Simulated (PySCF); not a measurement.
Bromine monochloride, BrCl, SMILES ClBr, point group C∞v.

Force field and properties: PBE0/pcSseg-2 (PySCF, grid level 2). Vibrational terms come from second-order perturbation theory with semi-diagonal cubic constants, by steps of ±0.6 along the normal coordinates of each isotopologue. The parent has the commonest isotopes.

Equilibrium geometry (Å):

```json
{"atom": "Cl1", "x": "1.0733", "y": "-0.0113", "z": "-0.0117"}
{"atom": "Br2", "x": "-1.0623", "y": "0.0164", "z": "-0.0449"}
```

Species: parent. Output of the displacement run:

```
mode    cm-1    km/mol   phi_rrr   E(+)/cm-1  E(-)/cm-1
  1    457.87     2.02     115.7      86.71      78.38
```

For the shielding of Cl1 (σe = 880.99 ppm):

| mode | ω (cm⁻¹) | Σr φrrs (cm⁻¹) | ∂σ/∂q | ∂²σ/∂q² |
| --- | --- | --- | --- | --- |
| 1 | 458 | 116 | 90.422 | -12.760 |

Problem. Work out the zero-point average of this shielding.

Solution. With ⟨qs⟩ = −Σr φrrs/(4ωs) and ⟨qs²⟩ = 1/2: the mean displacements are -0.063. The anharmonic term Σ (∂σ/∂q)⟨q⟩ is -5.71 ppm, the harmonic term ¼ Σ ∂²σ/∂q² is -3.19 ppm, so ⟨σ⟩ = 872.09 ppm.

Spin–orbit effects of the heavy atoms on shieldings are missing.
